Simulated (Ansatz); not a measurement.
A trace of molecular dynamics of F$_{4}$H$_{3}$OTa (9 atoms, charge 0, multiplicity 1).

Method: RKS B3LYP-D4/def2-SVP (Ansatz 0.2.0).

```
ensemble                      : NVE (velocity Verlet)
starting velocities drawn for : 300 K
seed                          : 9252
```

```csv
time (fs),T (K),potential energy less start (eV),conserved less start (meV/atom)
0,300,0.000,0.00
4,239,0.055,0.02
8,228,0.066,0.03
12,299,0.002,0.05
16,682,-0.346,-0.03
20,1125,-0.748,-0.21
24,1388,-0.986,-0.12
28,1445,-1.038,-0.24
32,1260,-0.870,-0.09
36,1127,-0.750,-0.19
40,1198,-0.813,-0.05
44,1437,-1.031,-0.20
48,1471,-1.060,-0.03
52,1363,-0.963,-0.10
56,1184,-0.799,0.05
60,1160,-0.778,0.03
64,1207,-0.820,0.08
68,1296,-0.900,0.12
72,1234,-0.844,0.09
76,1066,-0.692,0.18
80,890,-0.533,0.12
84,924,-0.564,0.15
88,1065,-0.692,0.07
92,1174,-0.791,0.00
96,1090,-0.714,0.03
100,1005,-0.639,-0.11
```

Question: Can this run be trusted? Judge the integration.

Answer: The conserved energy stayed within 0.25 meV per atom of its start (net change -0.11 meV per atom), so the integration is sound. The kinetic energy rose, since the run started high on the potential surface and went downhill. It ends in pieces (F4HOTa + H2), so much of that is their flight and rotation, not heat. A run of 0.1 ps of so small a system gives no equilibrium averages. The orbitals stay closed-shell, which can raise the energy where a bond breaks towards radicals; this wasn't checked here. The time step was 0.5 fs.

The run took 7.1 min on 4 threads of Arm Neoverse V1, with other jobs on the host, peak memory 0.29 GiB.
